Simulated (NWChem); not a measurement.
Species: SiH2OCl2; SMILES O[SiH](Cl)Cl

```xyz
6

Si    -0.4289     0.4192     0.0000
O     -1.8976    -0.3113     0.0000
Cl     0.6627    -0.1246     1.6559
Cl     0.6627    -0.1246    -1.6559
H     -0.6599     1.8734     0.0000
H     -1.9368    -1.2732     0.0000
```
Atoms are numbered in this order, from 1.

Results from NWChem. Structure relaxed at the PBE0/def2-SVP level. Level: PBE0/def2-SVP with SMD (1 M gas to 1 M solution), gas-phase geometry. Reactions with the solvent are ignored.

For solvent water:

- cavity-dispersion-structure term (kcal/mol) = 1.9
- dipole in solution (D) = 1.36

Q: What are these values for solvent n-hexane?

A: 
* **cavity-dispersion-structure term (kcal/mol)**: -2.4
* **dipole in solution (D)**: 1.19
